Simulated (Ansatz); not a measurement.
C₂H₇BOSi (`CC1([SiH3])BO1`). The species carries charge 0 and has multiplicity 1. All single points use the PBE0-D4/def2-TZVP geometry.

```xyz
12

C     0.012   -1.489   -0.221
C    -0.036   -0.074    0.288
Si    0.183    1.312   -0.954
B    -0.485    0.227    1.708
O     0.828    0.146    1.542
H     0.960   -1.705   -0.724
H    -0.792   -1.642   -0.947
H    -0.121   -2.219    0.581
H    -0.887    1.202   -1.982
H     1.505    1.217   -1.630
H     0.074    2.622   -0.263
H    -1.242    0.403    2.601
```

Problem. What is the dipole moment at r2SCAN/def2-TZVPP? (Best estimate.)

Solution. Ansatz gave: 1.42 D, with components (-1.15, -0.72, -0.41) D in this frame, pointing from negative to positive charge.

Problem. And with PBE, B3LYP, ωB97M-V? (Estimate.)

Solution. The calculation gave: PBE 1.34 D, B3LYP 1.47 D, ωB97M-V 1.47 D.

Problem. Give the Mulliken charges with r2SCAN, ωB97M-V, B3LYP in def2-TZVPP. (Best estimate.)

Solution. The calculation gave: 
| atom | r2SCAN | ωB97M-V | B3LYP |
| --- | --- | --- | --- |
| C1 | -0.14 | -0.31 | -0.25 |
| C2 | 0.10 | 0.02 | 0.09 |
| Si3 | 0.28 | 0.18 | 0.28 |
| B4 | 0.06 | 0.00 | 0.02 |
| O5 | -0.27 | -0.25 | -0.26 |
| H6 | 0.06 | 0.12 | 0.10 |
| H7 | 0.06 | 0.12 | 0.09 |
| H8 | 0.04 | 0.10 | 0.08 |
| H9 | -0.07 | -0.03 | -0.07 |
| H10 | -0.07 | -0.02 | -0.06 |
| H11 | -0.07 | -0.03 | -0.07 |
| H12 | 0.02 | 0.10 | 0.05 |

B3LYP here is the variant with VWN-RPA as its local correlation; programs differ in this.
